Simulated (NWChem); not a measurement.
# SiNH₄, doublet; SMILES [SiH3][NH]

Computed with NWChem. Pople sets run with spherical d functions. Spin-unrestricted. All runs use the structure optimised with PBE0/def2-SVP, spin-unrestricted. No stability test was run on the SCF state. Vertical excitations in the gas phase; the lowest state need not have the same character in each row. Excited states of an open shell can be spin-contaminated.

**Question.** Among these, which level gives the lowest value of “lowest excitation (eV)”?
A) BHandHLYP/6-31+G*, TDA
B) PBE/6-31+G*, TDA
C) LDA (Slater exchange, VWN5)/6-31+G*, TDA
D) B3LYP/6-31+G*, TDA

**Answer.** C, LDA (Slater exchange, VWN5)/6-31+G*, TDA. Values: LDA (Slater exchange, VWN5)/6-31+G*, TDA 1.20; BHandHLYP/6-31+G*, TDA 1.36; B3LYP/6-31+G*, TDA 1.40; PBE/6-31+G*, TDA 1.49
